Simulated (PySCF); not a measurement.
Constitutional and geometric isomers with formula C4H8Si. Isolated molecules, 0 K electronic values unless said otherwise. One relaxed conformer stands for each flexible species; it need not be the lowest. Strings in code marks are SMILES.

The numbers are results of PBE-D3(BJ)/def2-TZVP // B3LYP-D3(BJ)/def2-TZVP in PySCF, not measurements. All candidates: neutral, multiplicity 1. Delta-SCF ions had no search for a lower state. Excitations are Tamm–Dancoff values on a coarser integration grid. The basis has no diffuse functions, so Rydberg states are missing or too high.

```
Quantity                                      Result
-------------------------------------------  -------
HOMO–LUMO gap                                3.32 eV
brightest of the four lowest singlets (TDA)  5.12 eV
vertical ionisation energy (Delta-SCF)       8.05 eV
```

**Question.** Which member has these values?
(A) `C[C@@H]1CC1=[SiH2]`
(B) `[SiH3]C1=CCC1`
(C) `C1CC12C[SiH2]2`
(D) `C=C=[Si](C)C`

**Answer.** A, `C[C@@H]1CC1=[SiH2]`. The others give `C1CC12C[SiH2]2`: 5.05 eV, 5.75 eV, 8.60 eV; `C=C=[Si](C)C`: 3.36 eV, 5.48 eV, 7.44 eV; `[SiH3]C1=CCC1`: 5.03 eV, 6.70 eV, 9.17 eV
